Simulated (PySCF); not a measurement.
## Iodine: a sound run and one with changed settings

Sound run: I [Kr] 4d10 5s2 5p5, I+ [Kr] 4d10 5s2 5p4. All numbers are calculated (PySCF 2.14, scalar relativity through the core potential, in aug-cc-pVDZ-PP with ECP28MDF (5s4p3d, 32 functions)). The sound run starts from symmetry-adapted Hartree-Fock orbitals and uses a fine grid where one is needed.

Changed run: 14 angular points. This setting is unsound on purpose.

| species | method | sound run (hartree) | changed run (hartree) | converged |
| --- | --- | --- | --- | --- |
| I | UHF | -294.65373 | -294.65373 | yes |
| I | LDA | -295.25653 | -295.25688 | yes |
| I | B3LYP | -295.77415 | -295.77409 | yes |
| I+ | UHF | -294.30127 | -294.30127 | yes |
| I+ | LDA | -294.85932 | -294.85905 | yes |
| I+ | B3LYP | -295.38268 | -295.38258 | yes |

Ionisation energy of I:

```tsv
method	sound run (eV)	changed run (eV)
UHF	9.591	9.591
LDA	10.809	10.825
B3LYP	10.652	10.654
```

A coarse angular grid integrates products of high-l functions wrongly, so density functionals can shift, and the SCF can exploit the error; Hartree-Fock and MP2 need no grid.

For comparison, NIST gives 10.451 eV between the lowest levels.
